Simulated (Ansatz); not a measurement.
Harmonic frequencies (cm⁻¹) at PBE0-D4/def2-TZVP from Ansatz: 96, 102, 121, 185, 244, 246, 398, 505, 513, 584, 611, 862, 910, 931, 934, 2232, 2249, 2251.

(1) Which molecule is it?
A. `F[Si]([SiH3])(Cl)Cl`
B. `F[SiH2][SiH](Cl)Cl`
C. `N[Si](N)(O)Br`
D. `O[Si](O)(Br)Br`

Answers

(1) A.
